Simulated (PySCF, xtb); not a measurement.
Te(Cl)2 cation (Cl2Te), SMILES Cl[Te]Cl (connectivity only; charge and spin as stated), charge +1, multiplicity 2.

Harmonic wavenumbers (cm⁻¹) from GFN2-xTB (xtb 6.7.1) at its own minimum, in rising order: 117, 381, 401.

### Question
What does B3LYP-D3(BJ)/def2-TZVP in PySCF 2.14.0 give at its own minimum? (An estimate is asked for; the answer gives what the named calculation found.)

### Answer
140, 411, 420. Paired by order, the mean absolute difference is 24 cm⁻¹ and the zero-point energies are 1.3 and 1.4 kcal/mol.
